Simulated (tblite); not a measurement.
A tight-binding relaxation on `C(CCCC=C)#CB(Br)Cl`.

Computed with GFN2-xTB geometry optimisation, gas phase (tblite 0.8.0). Start geometry: from a force field or distance geometry. The input is one job of a driver script: a line of settings, then coordinates in Å.

Command:
```bash
OMP_NUM_THREADS=1 python probes_run.py task.json out
```

Input:
```
{"job": {"kind": "relax", "xc": "GFN2-xTB", "basis": "xTB"}, "charge": 0, "multiplicity": 1}
C     -1.867600     0.630000    -1.685900
C     -2.015500    -0.164900    -0.660900
C     -0.960000    -1.131800    -0.185000
C     -0.583300    -0.775200     1.225900
C     -0.029700     0.627000     1.328900
C      1.153500     0.617500     0.427000
C      2.132200     0.596800    -0.293600
B      3.388800     0.564300    -1.178900
Cl     4.678500     1.863900    -0.981000
Br     4.118600    -1.286800    -1.546700
H     -0.993800     0.683600    -2.317900
H     -2.733400     1.286700    -1.910700
H     -2.945000    -0.144500    -0.071600
H     -1.405100    -2.144700    -0.156700
H     -0.088200    -1.103900    -0.823900
H     -1.516200    -0.781700     1.859500
H      0.115800    -1.526000     1.640600
H      0.253400     0.792300     2.377200
H     -0.712900     1.406600     0.961600
```

Output:
```
step      E/eV     max force
  0    -800.04448    2.206
  1    -800.29898    2.025
  2    -800.48627    2.955
  3    -800.62262    1.991
  4    -800.69053    0.990
  5    -800.71355    0.355
  6    -800.73311    0.426
  7    -800.75058    0.413
  8    -800.75721    0.335
  9    -800.76284    0.303
... (42 lines left out)
 52    -800.81344    0.020
 53    -800.81348    0.015
 54    -800.81352    0.014
 55    -800.81355    0.016
 56    -800.81358    0.016
 57    -800.81361    0.013
 58    -800.81364    0.017
 59    -800.81366    0.016
 60    -800.81368    0.012
 61    -800.81370    0.009
```

«max force» is the largest atomic force in eV/Å.

**Question.** From which step on does the largest force stay under 0.1 eV/Å, and how much energy is left to gain from there?

**Answer.** From step 23 (0.089 eV/Å), 5.5 meV above the end.

Main results: energy lowered by 17.7 kcal/mol over 61 steps; largest atomic force 0.009 eV/Å at the end.

**Question.** Give the final coordinates.

**Answer.** 0.148 Å rms from the input after alignment:
```
atom  x, y, z in Å
C1    -1.9252    0.6223   -1.7087
C2    -2.0904   -0.1894   -0.6815
C3    -1.0475   -1.1340   -0.1733
C4    -0.6216   -0.7768    1.2545
C5     0.0589    0.5972    1.3093
C6     1.2844    0.6105    0.5534
C7     2.3070    0.5887   -0.0937
B8     3.5531    0.5151   -0.9153
Cl9    4.5646    1.8952   -1.1411
Br10   4.0180   -1.1290   -1.7322
H11   -1.0048    0.6412   -2.2696
H12   -2.6990    1.2944   -2.0390
H13   -3.0222   -0.1890   -0.1289
H14   -1.4520   -2.1496   -0.1731
H15   -0.1741   -1.1149   -0.8279
H16   -1.4988   -0.7596    1.9050
H17    0.0668   -1.5369    1.6286
H18    0.2842    0.8666    2.3453
H19   -0.6112    1.3573    0.8961
```

**Question.** How long does this job take on an Arm Neoverse N1 with one thread, shared host with 64 logical CPUs at a one-minute load of 60?

**Answer.** About 1.1 s.
Labels such as C1 count atoms from 1, the log's own numbers from 0.
